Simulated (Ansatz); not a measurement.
# Cost against result

Saddle point of Si2H7Br, closed shell (Si₂H₆ ([SiH3][SiH3]) + HBr → Si₂H₅Br ([SiH3][SiH2][Br]) + H₂; bonds formed: Si1–Br7, H2–H6; bonds broken: Si1–H2, H6–Br7), PBE0-D4/def2-TZVP structure:

```
atom    x (Å)    y (Å)    z (Å)
 Si1  -0.6486  -0.5661  -0.3480
  H2   0.2387  -1.0903  -1.7445
  H3  -0.6146  -2.0566  -0.1529
  H4  -2.0357  -0.2665  -0.7487
 Si5   0.5110   0.4790   1.3807
  H6   0.2608  -0.2374  -1.8802
 Br7   0.0270   1.7167  -1.6947
  H8   0.4343  -0.3699   2.6040
  H9  -0.0984   1.8035   1.6320
 H10   1.9256   0.5877   0.9522
```

Barriers are electronic and count from the start structure reached by relaxing down the imaginary mode.

Computed with Ansatz 0.2.0 (basis: as named in each row); correlated methods freeze the cores. Filled d shells of the heavier atoms are correlated. The def2 sets are not built for correlating such inner shells, so the correlated values are less sure here. B3LYP uses VWN-RPA correlation. Extrapolation: Hartree–Fock as exp(−7.88 √X), correlation as X^−2.97.

Times are rough, for one single point on 4 threads of a shared host (Arm Neoverse V2).

The estimate by CCSD(T) at an estimated basis limit (MP2 extrapolated from triple and quadruple zeta, plus CCSD(T) − MP2 in triple zeta) is 142.3 kJ/mol.

| method | basis | time (s) | barrier (kJ/mol) | method less estimate |
| --- | --- | --- | --- | --- |
| HF | STO-3G | under 1 | 401.4 | 259.1 |
| PBE-D4 | STO-3G | under 1 | 286.1 | 143.8 |
| SPW92 | def2-SVP | under 1 | 105.1 | -37.2 |
| PBE-D4 | def2-SVP | under 1 | 125.4 | -16.8 |
| B3LYP-D4 | 6-31G | under 1 | 184.7 | 42.4 |
| PBE0-D4 | def2-SVP | under 1 | 138.1 | -4.2 |
| SPW92 | def2-TZVPP | under 1 | 95.1 | -47.2 |
| PBE-D4 | def2-TZVPP | 2 | 114.5 | -27.8 |
| BLYP-D4 | def2-TZVPP | 2 | 129.6 | -12.7 |
| BHLYP-D4 | def2-TZVPP | 2 | 150.1 | 7.8 |
| B3LYP-D4 | def2-TZVPP | 2 | 138.2 | -4.1 |
| CAM-B3LYP-D4 | def2-TZVPP | 2 | 149.4 | 7.1 |
| PBE0-D4 | def2-TZVPP | 2 | 126.5 | -15.8 |
| CCSD(T) | def2-SVP | 3 | 183.0 | 40.7 |
| r2SCAN-D4 | def2-TZVPP | 3 | 123.9 | -18.4 |
| RPA on PBE | def2-TZVPP | 3 | 161.6 | 19.4 |
| r2SCAN0-D4 | def2-TZVPP | 4 | 131.2 | -11.1 |
| wB97M-V | def2-SVP | 4 | 151.5 | 9.2 |
| B2PLYP | def2-TZVPP | 4 | 147.2 | 4.9 |
| PBE-QIDH | def2-TZVPP | 4 | 138.2 | -4.1 |
| wB97X-V | def2-TZVPP | 6 | 148.0 | 5.7 |
| wB97M-V | def2-TZVPP | 7 | 139.8 | -2.5 |
| B97M-V | def2-TZVPP | 8 | 145.7 | 3.5 |
| MP2 | def2-QZVPP | 15 | 137.3 | -5.0 |
| CCSD(T) | def2-TZVPP | 81 | 155.3 | 13.0 |

All methods are single points on the PBE0-D4 structures.

T1 diagnostic: at most 0.012.

Labels in which every atom is bracketed show which atoms are joined, not bond orders.
